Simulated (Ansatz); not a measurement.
Total energies of C₂H₅FSSi (`F[Si]1(S)CC1`).

Cartesian coordinates in Å:
```
F 1.794 -1.292 -0.161
Si 0.458 -0.464 -0.424
S -0.080 -0.461 -2.458
C -0.838 -0.435 0.844
C 0.048 0.876 0.731
H 0.987 0.258 -2.851
H -0.702 -0.995 1.764
H -1.884 -0.322 0.579
H 0.688 1.070 1.587
H -0.471 1.765 0.387
```

Total charge 0; spin multiplicity 1. Geometry: relaxed with PBE0-D4/def2-TZVP. It is one conformer, not always the lowest. Basis def2-TZVPP, Ansatz 0.2.0.

RPA on PBE orbitals: Hartree–Fock energy of these orbitals -864.64404 Eh, correlation -1.43301 Eh (frozen core).

| functional | energy without D4 (Eh) | D4 term (kJ/mol) |
| --- | --- | --- |
| LDA (SPW92) | -863.00430 | – |
| r2SCAN | -866.76751 | -5.5 |
| B97M-V | -866.70304 | – |
| HSE06 (plane-wave form) | -866.43317 | -18.1 |
| BHLYP | -866.81681 | -29.2 |
| CAM-B3LYP | -866.85399 | -19.8 |
| ωB97X-V | -866.74552 | – |
| ωB97M-V | -866.80215 | – |
| B2PLYP | -866.53276 | – |
| PBE-QIDH | -866.26315 | – |

(1) Give the same for PBE, revPBE, BLYP, PBE0, B3LYP, r2SCANh, r2SCAN0, LC-ωPBE. (An estimate is asked.)

B3LYP takes the VWN-RPA correlation (the form of Gaussian; ORCA's B3LYP/G). HSE06 is the plane-wave form, built on full-range PBE exchange. The double hybrids freeze the cores in their second-order part.

Answers

(1) Ansatz gave: 
| functional | energy without D4 (Eh) | D4 term (kJ/mol) |
| --- | --- | --- |
| PBE | -866.38309 | -22.9 |
| revPBE | -866.71358 | -67.2 |
| BLYP | -866.84773 | -50.2 |
| PBE0 | -866.45592 | -19.4 |
| B3LYP | -866.94583 | -37.2 |
| r2SCANh | -866.75559 | -5.9 |
| r2SCAN0 | -866.73887 | -6.5 |
| LC-ωPBE | -866.59793 | – |

LC-ωPBE has ω = 0.4 bohr⁻¹.
